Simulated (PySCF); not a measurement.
B3LYP has the VWN-RPA correlation part, as in Gaussian. Delta-SCF ions had no search for a lower state. Excitations are Tamm–Dancoff values on a coarser integration grid. The basis has no diffuse functions, so Rydberg states are missing or too high.

Z-matrix (Å, degrees):
```
O
C 1 1.4492
H 2 1.0926 1 106.81
H 2 1.0973 3 110.97 1 116.97
H 2 1.0993 3 110.60 4 124.22
C 1 1.4492 2 112.09 3 174.76
H 6 1.0926 1 106.81 2 -174.76
H 6 1.0973 7 110.97 1 -116.97
H 6 1.0993 7 110.60 8 -124.22
B 1 1.6487 2 116.75 3 -46.79
Cl 10 1.8240 1 105.42 2 171.43
Cl 10 1.8240 1 105.42 2 52.06
Cl 10 1.8360 1 104.16 2 -68.25
```
Charge 0, spin multiplicity 1.

Task: What charge on the central atom (meta-Löwdin), vertical ionisation energy (Delta-SCF) and T1 excitation (TDA) does B3LYP-D3(BJ)/def2-TZVP // B3LYP-D3(BJ)/def2-SVP (PySCF) give?

Result: 
| Quantity | Result |
|---|---|
| charge on the central atom (meta-Löwdin) | 0.15 e |
| vertical ionisation energy (Delta-SCF) | 9.96 eV |
| T1 excitation (TDA) | 7.21 eV |
